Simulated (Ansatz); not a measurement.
Reaction (substitution at a C–N bond): `C[N]=[Ta]([NH2])([NH2])[NH2]` + `[OH][AlH][SH]` → `C[O][AlH][SH]` + `[NH]=[Ta]([NH2])([NH2])[NH2]`

Gas-phase electronic energies from Ansatz, PBE0-D4/def2-TZVP geometries. CCSD(T)/CBS adds triple-zeta CCSD(T) − MP2 to the extrapolated MP2 energy (def2 sets, frozen cores). Functionals use def2-TZVPP. B3LYP here is the variant with VWN-RPA as its local correlation; programs differ in this. Elements past krypton have def2 core potentials. For Ta outer-core shells are correlated without core-valence functions, which leaves a few kJ/mol of doubt a bond. One conformer a species, not always the lowest.

```json
{"species": "`C[N]=[Ta]([NH2])([NH2])[NH2]`", "B3LYP-D4 energy (Eh)": "-319.86605"}
{"species": "`[OH][AlH][SH]`", "B3LYP-D4 energy (Eh)": "-717.85357"}
{"species": "`C[O][AlH][SH]`", "B3LYP-D4 energy (Eh)": "-757.16774"}
{"species": "`[NH]=[Ta]([NH2])([NH2])[NH2]`", "B3LYP-D4 energy (Eh)": "-280.53805"}
```

Q: Work out ΔE.

A: ΔE = (-757.16774) + (-280.53805) − (-319.86605) − (-717.85357) = 0.01383 Eh = +36.3 kJ/mol. CCSD(T)/CBS gives +41.5 kJ/mol.

Largest T1 diagnostic among the species: 0.018.

In def2-TZVPP, CCSD(T) changes the Hartree–Fock value by +13.4 kJ/mol (the triples alone add +2.1 kJ/mol) and MP2 by +23.5 kJ/mol.
